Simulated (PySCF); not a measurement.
Screening by computed properties: pick the candidate that meets the target.

All species are isolated and taken at one optimised geometry, non-relativistic unless stated. Electronic properties by PySCF.

Dipoles, sizes and rotational constants follow the conformer. The torsions of the flexible species, by atom-mapped SMILES:
- `[CH3:1][O:2][CH:3]1[CH2:4][PH:5][CH2:6]1`: C1–O2–C3–C4 175°
- `[CH2:1]=[C:2]([C:3](=[O:4])[F:5])[C:6]([F:7])([F:8])[F:9]`: C1–C2–C3–O4 180°, C1–C2–C6–F7 1°
- `[CH2:1]=[CH:2][c:3]1[n:4][n:5][cH:6][n:7][c:8]1[CH3:9]`: C1–C2–C3–N4 0°

(1) Wanted: lowest triplet excitation (Tamm–Dancoff) above 4.2 eV (TDA wB97X-D/def2-SVPD) and electronic spatial extent ⟨r²⟩ about the centre of nuclear charge above 1000 bohr² (wB97X-D/def2-SVPD), at GFN2-xTB geometries. Which candidate meets both?
A. `C#Cc1nnn(C)c1C`
B. `C=C(C(=O)F)C(F)(F)F`
C. `C=Cc1nncnc1C`
D. `C1(OC)CPC1`

Results:

(1) A. Computed values:
| species | lowest triplet excitation (Tamm–Dancoff) | electronic spatial extent ⟨r²⟩ about the centre of nuclear charge |
| --- | --- | --- |
| C=Cc1nncnc1C | 2.48 eV | 1114 bohr² |
| C=C(C(=O)F)C(F)(F)F | 4.05 eV | 1049 bohr² |
| C#Cc1nnn(C)c1C | 4.30 eV | 1185 bohr² |
| C1(OC)CPC1 | 5.12 eV | 830 bohr² |
